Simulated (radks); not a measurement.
Results of a calculation; reference values are marked as such.
Q: Ionisation of the iodine ion I+, [Kr] 4d10 5s2 5p4, to [Kr] 4d10 5s2 5p3 as the strength of local exchange is varied. Code: a radial shooting solver on a logarithmic mesh with Libxc functionals. Model: scalar-relativistic Kohn-Sham, Slater X-alpha exchange (alpha = 2/3 is LDA exchange), no correlation, spin-unpolarised, spherical densities, finite nucleus; Fermi nuclear charge, rms radius 4.75 fm.

alpha  E(I+) (hartree)  exchange (hartree)  IE (eV)  -e of the level emptied (eV)  <r> of it (bohr)
0.553      -7075.95448          -140.28175   17.442                   13.045 (5p)             2.397
0.655      -7101.94078          -166.73461   18.630                   14.153 (5p)             2.346
0.66       -7103.21694          -168.03594   18.690                   14.208 (5p)             2.344
0.664      -7104.23802          -169.07731   18.737                   14.252 (5p)             2.342
0.667      -7105.00393          -169.85852   18.773                   14.286 (5p)             2.341
1.01       -7193.08722          -260.19970   23.056                   18.326 (5p)             2.190
x          -7091.48444          -156.08001   18.148                   13.702 (5p)             2.367

Which alpha was used in the last row?

A: alpha = 0.614. NIST Atomic Spectra Database: 19.131 eV (measured). The Delta-SCF value meets it near alpha = 0.70. Spin polarisation and multiplet splitting are left out, so open shells lie too high by an amount that depends on their filling. Spin-orbit splitting is averaged out at the scalar-relativistic level.

Beside tabulated values, note that spin-unpolarised runs miss the spin-polarisation part of the exchange energy of open shells.
